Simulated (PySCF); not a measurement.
Ligands exchanged one at a time, Al H-CH3. Isolated molecules, 0 K electronic values unless said otherwise. Strings in code marks are SMILES.

The dipole moment from two functionals at the same geometries (M06-2X/def2-TZVP), both in PySCF: PBE-D3(BJ)/def2-TZVP and M06-2X/def2-TZVP. 

```json
[
 {"species": "0 of 3 H replaced by CH3", "PBE-D3(BJ)/def2-TZVP (D)": "0.00"},
 {"species": "1 of 3 H replaced by CH3", "PBE-D3(BJ)/def2-TZVP (D)": "0.77"},
 {"species": "2 of 3 H replaced by CH3 (`[CH3][AlH][CH3]`)", "PBE-D3(BJ)/def2-TZVP (D)": "0.68"},
 {"species": "3 of 3 H replaced by CH3 (`[CH3][Al]([CH3])[CH3]`)", "PBE-D3(BJ)/def2-TZVP (D)": "0.00"}
]
```

Q: What does M06-2X/def2-TZVP give for each?

A: 
- 0 of 3 H replaced by CH3: 0.00
- 1 of 3 H replaced by CH3: 0.66
- 2 of 3 H replaced by CH3 (`[CH3][AlH][CH3]`): 0.59
- 3 of 3 H replaced by CH3 (`[CH3][Al]([CH3])[CH3]`): 0.00
Over these rows, drawn at random from the members with no instability flagged (it was tested for open shells, ions and some series alone), PBE minus M06-2X: mean +0.05 D, from 0.00 D to +0.11 D.
